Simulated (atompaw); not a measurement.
**Reading a pseudo-wave (P (Z = 15))**

Columns: radius, all-electron u(r) and pseudo u(r) of the 3s shell (level -33.96 eV) of phosphorus in the configuration [Ne] 3s2 3p1; PBE, scalar-relativistic, PAW (atompaw) scheme, atompaw 4.2.0.5.

```
r (bohr)  all-electron  pseudo
   0.073        0.1979  0.0816
   0.146       -0.0282  0.1624
   0.219       -0.2556  0.2416
   0.292       -0.3832  0.3182
   0.365       -0.4089  0.3918
   0.438       -0.3574  0.4615
   0.512       -0.2545  0.5276
   0.585       -0.1256  0.5878
   0.658        0.0140  0.6426
   0.731        0.1530  0.6918
   0.804        0.2841  0.7351
   0.877        0.4029  0.7723
   0.950        0.5071  0.8035
   1.023        0.5958  0.8288
   1.096        0.6692  0.8481
   1.169        0.7281  0.8619
   1.242        0.7734  0.8702
   1.315        0.8061  0.8735
   1.388        0.8273  0.8720
   1.462        0.8384  0.8660
   1.535        0.8402  0.8560
   1.608        0.8342  0.8422
   1.681        0.8216  0.8250
   1.754        0.8035  0.8045
   1.827        0.7810  0.7811
   1.900        0.7549  0.7549
```

Task: How many radial nodes do the two functions have?

Result: The all-electron 3s function has n − l − 1 = 2; the pseudo-wave has 0, since the states of the same l below it are removed with the core.

Task: Where does each function peak?

Result: Outermost all-electron maximum near 1.53 bohr, pseudo maximum near 1.31 bohr (to the table’s step).

Task: Is the pseudo-wave norm-conserving?

Result: No, it belongs to a PAW set: the norm inside the radius is not constrained, and the difference is carried by the augmentation charge.
